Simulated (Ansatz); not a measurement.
Consider the formal exchange of groups at a Zr–F bond: `[F][Zr]([F])([F])[I]` + `FC(F)(F)CI` → `[F][Zr]([F])([I])[I]` + `FCC(F)(F)F`.

Isolated molecules relaxed with PBE0-D4/def2-TZVP in Ansatz; ΔE leaves out vibrations. CBS: MP2 limit from def2 TZ/QZ plus the TZ coupled-cluster correction, frozen cores. Functionals use def2-TZVPP. B3LYP here is the variant with VWN-RPA as its local correlation; programs differ in this. Elements past krypton have def2 core potentials. For I, Zr outer-core shells are correlated without core-valence functions, which leaves a few kJ/mol of doubt a bond.

`[F][Zr]([F])([F])[I]`:

Z-matrix (Å, degrees):
```
Zr
F 1 1.885
F 1 1.884 2 108.9
I 1 2.713 2 110.0 3 120.7
F 1 1.885 2 108.9 3 -118.6
```

`FC(F)(F)CI`:

Cartesian coordinates in Å:
```
F 0.637 -0.710 1.456
C 0.130 -0.728 0.223
F 1.043 -1.263 -0.589
F -0.928 -1.555 0.237
C -0.322 0.635 -0.236
I 1.251 2.058 -0.309
H -1.073 1.010 0.455
H -0.738 0.552 -1.236
```

`[F][Zr]([F])([I])[I]`:

Cartesian coordinates in Å:
```
F 0.095 -0.868 -1.787
Zr -0.036 0.068 -0.165
F -0.594 1.824 -0.526
I -1.840 -1.142 1.434
I 2.375 0.119 1.044
```

`FCC(F)(F)F`:

```xyz
8

F     1.061    0.701   -1.239
C     0.106   -0.151   -0.769
C    -0.129    0.105    0.705
F    -0.553    1.348    0.931
F    -1.068   -0.742    1.147
F     0.975   -0.088    1.425
H    -0.831    0.012   -1.306
H     0.440   -1.184   -0.894
```

CCSD(T)/CBS gives +71.9 kJ/mol.

Task: Another level gave +69.5 kJ/mol. Which?
A. r2SCAN0-D4/def2-TZVPP
B. ωB97M-V/def2-TZVPP
C. LC-ωPBE/def2-TZVPP
D. B3LYP-D4/def2-TZVPP

Result: D. B3LYP-D4 69.5, r2SCAN0-D4 61.9, ωB97M-V 73.6, LC-ωPBE 79.2 kJ/mol.

Task: What do rigid-rotor, harmonic-oscillator terms from PBE0-D4/def2-TZVP frequencies (298.15 K, 1 bar) make of the CCSD(T)/CBS value? (Estimate.)

Result: The calculation gave: ΔZPE = +3.8 kJ/mol, ΔH = +76.2 kJ/mol, ΔS = 6 J/(mol·K), ΔG = +74.5 kJ/mol.

Largest T1 diagnostic among the species: 0.016.

From BLYP to BHLYP (50 % exact exchange), in def2-TZVPP and without D4, ΔE moves by −13.0 kJ/mol. Leaving LDA and LC-ωPBE aside and taking each functional with its dispersion term where it has one, the values, not all of them listed here, spread over 17.9 kJ/mol, from BHLYP-D4 to BLYP-D4. LDA lies −5.6 kJ/mol from PBE without D4. In def2-TZVPP, CCSD(T) changes the Hartree–Fock value by +17.2 kJ/mol (the triples alone add −0.4 kJ/mol) and MP2 by +17.5 kJ/mol.
